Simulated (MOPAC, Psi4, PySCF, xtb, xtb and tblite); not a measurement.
Two geometries of SMILES CCCCCCCC[Si](Cl)(Cl)Cl (C8H17Cl3Si), singlet, relaxed at GFN2-xTB with one dihedral held; other torsions can differ between them too.

Structure A

```
29

C     -4.2018     1.7650    -4.2656
C     -3.2717     0.6208    -3.8803
C     -1.8494     1.1074    -3.5841
C     -1.1372     0.2321    -2.5553
C      0.2894     0.7068    -2.2892
C      1.0013    -0.1666    -1.2590
C      2.4302     0.3054    -1.0016
C      3.1395    -0.5829     0.0256
Si     4.9326    -0.0530     0.3937
Cl     4.9623     1.8141     1.1702
Cl     5.7708    -1.3308     1.7230
Cl     6.0260    -0.0672    -1.3076
H     -5.1967     1.3897    -4.4943
H     -4.2836     2.4792    -3.4494
H     -3.8234     2.2878    -5.1418
H     -3.6742     0.1343    -2.9881
H     -3.2514    -0.1250    -4.6767
H     -1.2673     1.1397    -4.5068
H     -1.8966     2.1269    -3.1930
H     -1.1130    -0.8006    -2.9125
H     -1.7020     0.2452    -1.6204
H      0.2657     1.7392    -1.9327
H      0.8544     0.6939    -3.2240
H      0.4402    -0.1498    -0.3217
H      1.0205    -1.1995    -1.6144
H      2.4096     1.3359    -0.6422
H      2.9868     0.2943    -1.9405
H      2.5585    -0.5792     0.9504
H      3.1284    -1.6128    -0.3377
```

Structure B

```
29

C     -4.0886     1.5537    -4.7324
C     -3.3544     0.6632    -3.7376
C     -1.9263     1.1435    -3.4910
C     -1.1843     0.2558    -2.4950
C      0.2434     0.7380    -2.2499
C      0.9867    -0.1530    -1.2576
C      2.4131     0.3329    -1.0125
C      3.1531    -0.5719    -0.0220
Si     4.9422    -0.0209     0.3348
Cl     4.9515     1.8329     1.1432
Cl     5.8148    -1.3079     1.6326
Cl     6.0161     0.0109    -1.3786
H     -5.1032     1.1960    -4.8916
H     -4.1388     2.5761    -4.3640
H     -3.5730     1.5611    -5.6903
H     -3.8991     0.6513    -2.7906
H     -3.3297    -0.3610    -4.1169
H     -1.3821     1.1560    -4.4384
H     -1.9516     2.1681    -3.1121
H     -1.1594    -0.7687    -2.8740
H     -1.7288     0.2431    -1.5477
H      0.2185     1.7610    -1.8676
H      0.7869     0.7535    -3.1975
H      0.4425    -0.1701    -0.3104
H      1.0138    -1.1755    -1.6416
H      2.3838     1.3529    -0.6249
H      2.9531     0.3554    -1.9608
H      2.5863    -0.6047     0.9110
H      3.1540    -1.5911    -0.4145
```

### Question
Which is lower in energy at the level Psi4 with B3LYP-D3(BJ)/def2-SVP // GFN2-xTB, and by how much?

### Answer
B is lower, by 1.60 kcal/mol (dihedral C4–C3–C2–C1: 150° in A, 180° in B).

E(B) − E(A) in kcal/mol at the other levels, on the same two geometries: GFN2-xTB (xtb and tblite) -1.24; B3LYP/def2-SVP // GFN2-xTB (Psi4) -1.60; PBE/def2-SVP // GFN2-xTB (Psi4) -1.58; PBE-D3(BJ)/def2-SVP // GFN2-xTB (Psi4) -1.57; AM1, restricted, heats of formation // GFN2-xTB (MOPAC) -0.83; PM7, restricted, heats of formation // GFN2-xTB (MOPAC) -0.75; GFN1-xTB // GFN2-xTB (xtb) -1.03; restricted B3LYP/6-31G*, spherical d, density fitting // GFN2-xTB (PySCF) -1.52; restricted Hartree-Fock/3-21G, density fitting // GFN2-xTB (PySCF) -1.73; restricted BP86/6-31G*, spherical d, density fitting // GFN2-xTB (PySCF) -1.46.
